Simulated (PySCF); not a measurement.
PySCF input file for Zn(Me)(SH) (CH₄SZn), SMILES [CH3][Zn][SH], TDDFT-ωB97X/def2-SVPD. Geometry optimised at B3LYP-D3(BJ)/def2-SVP. Other conformers were not sampled.

```python
import numpy as np
from pyscf import gto, scf, dft, tdscf

mol = gto.M(
    atom='''
    Zn    0.23118319   -0.23389477   -0.07041032
    C     1.53839162   -1.63531720   -0.42072273
    H     1.04979524   -2.62058437   -0.48571906
    H     2.29479561   -1.67735580    0.37900393
    H     2.05789626   -1.44831766   -1.37433982
    S    -1.23502273    1.36823307    0.29986793
    H    -1.80796861    0.68327519    1.31981404
    ''',
    basis='def2-SVPD',
    charge=0,
    spin=0,
    max_memory=1600,
    verbose=4,
)
mf = dft.RKS(mol, xc='wb97x').density_fit(auxbasis='def2-universal-jkfit')
mf.grids.level = 3
mf.conv_tol = 1e-9
mf.max_cycle = 100
mf.kernel()
mf.grids = dft.Grids(mol).set(level=1).build(with_non0tab=True)  # coarser grid for the response kernel
td = tdscf.TDDFT(mf)
td.singlet = True
td.nstates = 10
td.conv_tol = 1e-4
td.kernel(x0=td.get_init_guess(mf, 15))
td.analyze()
tt = tdscf.TDA(mf)
tt.singlet = False
tt.nstates = 4
tt.conv_tol = 1e-4
tt.kernel(x0=tt.get_init_guess(mf, 9))
tt.analyze(verbose=3)
```

Log of the run:

```
PySCF version 2.14.0

[INPUT] verbose = 4
[INPUT] num. atoms = 7
[INPUT] num. electrons = 56
[INPUT] charge = 0
[INPUT] spin (= nelec alpha-beta = 2S) = 0
[INPUT] symmetry False subgroup None
[INPUT] Mole.unit = angstrom
[INPUT] Symbol           X                Y                Z      unit          X                Y                Z       unit  Magmom
[INPUT]  1 Zn     0.231183190000  -0.233894770000  -0.070410320000 AA    0.436872913703  -0.441997057268  -0.133056221143 Bohr   0.0
[INPUT]  2 C      1.538391620000  -1.635317200000  -0.420722730000 AA    2.907138834126  -3.090301634791  -0.795050734079 Bohr   0.0
[INPUT]  3 H      1.049795240000  -2.620584370000  -0.485719060000 AA    1.983825490472  -4.952186745616  -0.917875996881 Bohr   0.0
[INPUT]  4 H      2.294795610000  -1.677355800000   0.379003930000 AA    4.336535214754  -3.169743075451   0.716213627834 Bohr   0.0
[INPUT]  5 H      2.057896260000  -1.448317660000  -1.374339820000 AA    3.888860324167  -2.736923718771  -2.597125861884 Bohr   0.0
[INPUT]  6 S     -1.235022730000   1.368233070000   0.299867930000 AA   -2.333854717313   2.585585776873   0.566668261240 Bohr   0.0
[INPUT]  7 H     -1.807968610000   0.683275190000   1.319814040000 AA   -3.416565514711   1.291202976810   2.494087070956 Bohr   0.0

nuclear repulsion = 223.364922660844
number of shells = 47
number of NR pGTOs = 191
number of NR cGTOs = 113
basis = def2-SVPD
ecp = {}


[settings echo left out]
init E= -2217.36224748256
  HOMO = -0.318313464209615  LUMO = -0.025784729009402  gap/eV = 7.96011
cycle= 1 E= -2217.71003070708  delta_E= -0.348  |g|= 0.527  |ddm|= 2.96
  HOMO = -0.312796192992971  LUMO = 0.0271492404132205  gap/eV = 9.25039
cycle= 2 E= -2217.72047528878  delta_E= -0.0104  |g|= 0.588  |ddm|= 1.76
  HOMO = -0.340977461791875  LUMO = 0.0422135087814679  gap/eV = 10.42716
cycle= 3 E= -2217.76795665029  delta_E= -0.0475  |g|= 0.054  |ddm|= 0.829
  HOMO = -0.352079070289974  LUMO = 0.0455465867027034  gap/eV = 10.81995
cycle= 4 E= -2217.76875848914  delta_E= -0.000802  |g|= 0.0171  |ddm|= 0.117
  HOMO = -0.349151655229704  LUMO = 0.0468401451887594  gap/eV = 10.77549
cycle= 5 E= -2217.76890965528  delta_E= -0.000151  |g|= 0.00284  |ddm|= 0.056
  HOMO = -0.34951044352837  LUMO = 0.0466355252606056  gap/eV = 10.77968
cycle= 6 E= -2217.76891717025  delta_E= -7.51e-06  |g|= 0.000933  |ddm|= 0.0167
  HOMO = -0.349388487966602  LUMO = 0.0467189202921394  gap/eV = 10.77863
cycle= 7 E= -2217.76891787029  delta_E= -7e-07  |g|= 0.000294  |ddm|= 0.00397
  HOMO = -0.349397831743507  LUMO = 0.0466905755782353  gap/eV = 10.77811
cycle= 8 E= -2217.76891792493  delta_E= -5.46e-08  |g|= 0.000128  |ddm|= 0.000976
  HOMO = -0.349421262974886  LUMO = 0.0466932549416737  gap/eV = 10.77883
cycle= 9 E= -2217.76891793236  delta_E= -7.43e-09  |g|= 2.75e-05  |ddm|= 0.000261
  HOMO = -0.349416466886064  LUMO = 0.0466938968463819  gap/eV = 10.77871
cycle= 10 E= -2217.76891793291  delta_E= -5.46e-10  |g|= 8.64e-06  |ddm|= 0.00011
  HOMO = -0.349418471838245  LUMO = 0.0466932737615109  gap/eV = 10.77875
Extra cycle  E= -2217.76891793299  delta_E= -8.09e-11  |g|= 3.92e-06  |ddm|= 3.46e-05
converged SCF energy = -2217.76891793299
tot grids = 28824


******** <class 'pyscf.tdscf.rks.TDDFT'> for <class 'pyscf.df.df_jk.DFRKS'> ********
nstates = 10 singlet
deg_eia_thresh = 1.000e-03
wfnsym = None
conv_tol = 0.0001
eigh lindep = 1e-12
eigh level_shift = 0
eigh max_cycle = 100


Excitation energies (eV)
[5.79206349 5.86055428 6.42933917 6.56338087 6.68588084 6.85918043
 7.13904196 7.80685837 8.20419823 8.372426  ]

** Singlet excitation energies and oscillator strengths **
Excited State   1:      5.79206 eV    214.06 nm  f=0.0356
      28 -> 29       -0.66859
      28 -> 30        0.10400
      28 -> 33        0.10527
      28 -> 35        0.10935
Excited State   2:      5.86055 eV    211.56 nm  f=0.0259
      28 -> 29        0.10144
      28 -> 30        0.64215
      28 -> 32       -0.18864
      28 -> 33        0.15708
Excited State   3:      6.42934 eV    192.84 nm  f=0.0049
      27 -> 29        0.44661
      27 -> 30       -0.31248
      28 -> 31       -0.42105
Excited State   4:      6.56338 eV    188.90 nm  f=0.0070
      27 -> 30       -0.52838
      28 -> 31        0.43750
Excited State   5:      6.68588 eV    185.44 nm  f=0.0000
      28 -> 30       -0.21721
      28 -> 32       -0.26581
      28 -> 33        0.55668
      28 -> 34       -0.11016
      28 -> 35        0.16676
Excited State   6:      6.85918 eV    180.76 nm  f=0.0075
      27 -> 31        0.68713
Excited State   7:      7.13904 eV    173.67 nm  f=0.6016
      26 -> 32        0.14849
      27 -> 29       -0.50560
      27 -> 30       -0.29991
      27 -> 33       -0.10513
      28 -> 31       -0.28876
Excited State   8:      7.80686 eV    158.81 nm  f=0.0518
      26 -> 29       -0.34055
      26 -> 30       -0.32556
      26 -> 33       -0.10702
      27 -> 32        0.41627
      27 -> 33       -0.24325
Excited State   9:      8.20420 eV    151.12 nm  f=0.0097
      28 -> 32       -0.53858
      28 -> 33       -0.25817
      28 -> 34        0.25072
      28 -> 35        0.19156
      28 -> 44        0.11988
Excited State  10:      8.37243 eV    148.09 nm  f=0.1566
      26 -> 29        0.47997
      26 -> 30       -0.46524

** Transition electric dipole moments (AU) **
state          X           Y           Z        Dip. S.      Osc.
  1        -0.3170     -0.2156     -0.3222      0.2508      0.0356
  2         0.2689      0.1820      0.2738      0.1804      0.0259
  3         0.1353     -0.0421     -0.1047      0.0310      0.0049
  4         0.0309      0.1559     -0.1343      0.0433      0.0070
  5        -0.0086     -0.0087     -0.0108      0.0003      0.0000
  6        -0.1284     -0.0958     -0.1371      0.0445      0.0075
  7        -1.2449      1.3336      0.3337      3.4398      0.6016
  8         0.3846     -0.3002     -0.1808      0.2707      0.0518
  9         0.1386      0.0954      0.1407      0.0481      0.0097
 10         0.1205     -0.7694      0.3963      0.7635      0.1566

** Transition velocity dipole moments (imaginary part, AU) **
state          X           Y           Z        Dip. S.      Osc.
  1        -0.0673     -0.0457     -0.0688      0.0113      0.0355
  2         0.0602      0.0409      0.0610      0.0090      0.0279
  3         0.0306     -0.0122     -0.0213      0.0015      0.0043
  4         0.0049      0.0389     -0.0313      0.0025      0.0070
  5        -0.0015     -0.0018     -0.0017      0.0000      0.0000
  6        -0.0331     -0.0247     -0.0352      0.0029      0.0078
  7        -0.3298      0.3549      0.0878      0.2424      0.6159
  8         0.1122     -0.0851     -0.0545      0.0228      0.0530
  9         0.0426      0.0293      0.0432      0.0045      0.0100
 10         0.0360     -0.2334      0.1208      0.0704      0.1524

** Transition magnetic dipole moments (imaginary part, AU) **
state          X           Y           Z
  1         0.2094      0.0661     -0.2510
  2         0.0364     -0.3922      0.2253
  3        -0.5198     -0.3522     -0.5291
  4        -0.4497     -0.3058     -0.4581
  5         0.0953     -0.2914      0.0985
  6        -0.5061     -0.6486      0.9266
  7         0.1876      0.1259      0.1970
  8         0.3371      0.2281      0.3466
  9        -0.1452     -0.0613      0.1835
 10         0.1793      0.1222      0.1828


******** <class 'pyscf.tdscf.rks.TDA'> for <class 'pyscf.df.df_jk.DFRKS'> ********
nstates = 4 triplet
deg_eia_thresh = 1.000e-03
wfnsym = None
conv_tol = 0.0001
eigh lindep = 1e-12
eigh level_shift = 0
eigh max_cycle = 100


Excitation energies (eV)
[5.50797067 5.70887671 5.97227444 6.13317892]

** Triplet excitation energies and oscillator strengths **
Excited State   1:      5.50797 eV    225.10 nm  f=0.0000
Excited State   2:      5.70888 eV    217.18 nm  f=0.0000
Excited State   3:      5.97227 eV    207.60 nm  f=0.0000
Excited State   4:      6.13318 eV    202.15 nm  f=0.0000
```

Self-consistency was reached.
